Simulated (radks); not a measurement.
Q: These are the eigenvalues of the occupied orbitals of an atom or ion with whole-number occupations (eV). Method: Dirac Kohn-Sham, LDA (Slater exchange, Perdew-Wang correlation), spin-unpolarised, spherical densities, finite nucleus; Fermi nuclear charge, rms radius of each element as measured or else 0.836 A^(1/3) + 0.57 fm; computed with a radial shooting solver on a logarithmic mesh with Libxc functionals.

orbital  eigenvalue
1s1/2     -63106.18
2s1/2     -10751.82
2p1/2     -10268.53
2p3/2     -9152.308
3s1/2     -2449.337
3p1/2     -2234.597
3p3/2     -1996.585
3d3/2     -1629.989
3d5/2     -1577.972
4s1/2     -500.8261
4p1/2     -413.3358
4p3/2     -358.9714
4d3/2     -214.6755
4d5/2     -204.7513
5s1/2      -78.5134
5p1/2      -54.1022
5p3/2      -47.0262
4f5/2      -28.0484
4f7/2      -26.5186
6s1/2      -17.9111

Which element is it, and in what charge state? The configuration may be excited. Open shells, if any, are shared by 2j + 1.

A: Z = 71, lutetium, charge +2: Lu2+ in [Xe] 4f14 6s1. The list shows which subshells hold electrons but not how many an open one holds; the 1s level, -2319.1 hartree, gives Z - s = 68.1 by -(Z - s)^2/2, which with screening and relativity narrows Z to a few neighbours, and the depths of the outer levels then fix element, charge and occupations together.
